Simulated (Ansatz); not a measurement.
Computed with Ansatz on PBE0-D4/def2-TZVP structures; ΔE is electronic, products minus reactants. CBS: MP2 limit from def2 TZ/QZ plus the TZ coupled-cluster correction, frozen cores. This one scheme is used for every species. Functionals use def2-TZVPP. HSE06 is defined as in plane-wave codes. One conformer a species, not always the lowest.

Consider the substitution at a C–C bond: `O=CC=O` + `[SiH3]S` → `O=CS[SiH3]` + `C=O`.

```
        level  ΔE (kcal/mol)
       PBE-D4           -6.4
      ωB97X-V           -2.7
          PBE           -5.6
       revPBE           -5.1
      r2SCAN0           -3.8
        HSE06           -3.7
        BHLYP           -1.3
HF/def2-TZVPP            1.5
```

(1) What does CCSD(T)/CBS give? (An estimate is asked.)

Largest T1 diagnostic among the species: 0.017.

Answers

(1) Computed: -3.0 kcal/mol. The listed levels differ from it by -3.4, 0.3, -2.6, -2.1, -0.8, -0.7, 1.7, 4.5 kcal/mol.

From BLYP to BHLYP (50 % exact exchange), in def2-TZVPP and without D4, ΔE moves by +3.2 kcal/mol. The D4 term adds −1.4 kcal/mol with B3LYP and −0.7 kcal/mol with PBE0; it sums over pairs of atoms, weighted by their polarisabilities, and B3LYP, whose exchange is more repulsive, gets the larger term.

B3LYP here is the variant with VWN-RPA as its local correlation; programs differ in this.
